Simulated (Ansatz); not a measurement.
Gas-phase electronic energies from Ansatz, PBE0-D4/def2-TZVP geometries. CBS: MP2 limit from def2 TZ/QZ plus the TZ coupled-cluster correction, frozen cores. One conformer a species, not always the lowest.

Reaction (formal exchange of groups at the Si–C bond): `C[SiH](F)N[SiH3]` + `OC(O)(O)O` → `O[SiH](F)N[SiH3]` + `CC(O)(O)O`

```
             level  ΔE (kJ/mol)
    MP2/def2-QZVPP       -104.5
SCS-MP2/def2-QZVPP       -105.4
      HF/CBS(def2)        -99.6
    CCSD/CBS(def2)       -101.5
```

Q: What does CCSD(T)/CBS give? (Estimate.)

A: Computed: -100.5 kJ/mol. The listed levels differ from it by -4.0, -4.9, 0.9, -1.0 kJ/mol.

Largest T1 diagnostic among the species: 0.011.
